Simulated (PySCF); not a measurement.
# Excitation energy of Sn⁺ by level of theory

Sn⁺ [Kr] 4d10 5s2 5p1 (2P) → Sn⁺ [Kr] 4d10 5s1 5p1 6s1 (4P), as a difference of total energies. All numbers are calculated (PySCF 2.14, scalar relativity through the core potential, in aug-cc-pwCVDZ-PP with ECP28MDF). Correlated levels: valence and next inner shell: nothing frozen outside the core potential. The calculations carry no spin-orbit coupling.

```
                                method  excitation energy (eV)
                                   UHF                  11.914
    MP2 (valence and next inner shell)                  13.394
SCS-MP2 (valence and next inner shell)                  13.457
   CCSD (valence and next inner shell)                  13.263
CCSD(T) (valence and next inner shell)                  13.322
```

**Question.** How much does correlation contribute at CCSD(T) (valence and next inner shell)?

**Answer.** 13.322 − (11.914) = 1.408 eV, measured against UHF.

The promoted electron is Rydberg-like, and one or two diffuse shells describe it only roughly, which tends to raise the upper state.
